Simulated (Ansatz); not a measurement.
The inner images of a band of BF3 + ClH (6 atoms, charge 0, multiplicity 1) are given out of order.

These are results of RKS LDA/cc-pVDZ (Ansatz), not measurements.

Initial state:

```xyz
6
Properties=species:S:1:pos:R:3
B -0.001 0.175 0.013
F -0.001 0.461 1.317
F 1.141 0.167 -0.644
F -1.149 0.092 -0.628
Cl 0.086 -2.405 0.793
H 0.061 -1.605 1.831
```

Final state:

```xyz
6
Properties=species:S:1:pos:R:3
B 0.016 -0.402 -0.096
F 0.010 0.112 1.623
F 1.146 0.134 -0.537
F -1.151 0.060 -0.522
Cl 0.076 -2.177 0.362
H 0.040 -0.842 1.852
```

**Question.** Put them in order from the first end to the last, with their energies above the first end.
A.
```xyz
6
Properties=species:S:1:pos:R:3
B 0.007 -0.128 0.059
F 0.005 0.224 1.450
F 1.152 0.114 -0.561
F -1.156 0.040 -0.550
Cl 0.077 -2.198 0.658
H 0.052 -1.166 1.627
```
B.
```xyz
6
Properties=species:S:1:pos:R:3
B 0.000 0.116 0.045
F -0.002 0.397 1.360
F 1.145 0.132 -0.606
F -1.151 0.061 -0.594
Cl 0.083 -2.376 0.773
H 0.062 -1.444 1.704
```
C.
```xyz
6
Properties=species:S:1:pos:R:3
B 0.014 -0.337 -0.035
F 0.009 0.107 1.573
F 1.150 0.134 -0.534
F -1.153 0.062 -0.522
Cl 0.074 -2.165 0.469
H 0.043 -0.916 1.730
```
D.
```xyz
6
Properties=species:S:1:pos:R:3
B 0.012 -0.250 0.020
F 0.008 0.138 1.514
F 1.151 0.129 -0.544
F -1.154 0.056 -0.534
Cl 0.075 -2.167 0.571
H 0.046 -1.020 1.654
```
E.
```xyz
6
Properties=species:S:1:pos:R:3
B 0.003 0.005 0.067
F 0.002 0.314 1.403
F 1.150 0.110 -0.579
F -1.154 0.042 -0.567
Cl 0.077 -2.276 0.715
H 0.058 -1.309 1.643
```

**Answer.** B (+0.02 eV), E (+0.13 eV), A (+0.34 eV), D (+0.47 eV), C (+0.42 eV).

Time of the run: 86 s on 1 thread of Arm Neoverse N1, on a shared host, peak memory 0.14 GiB.
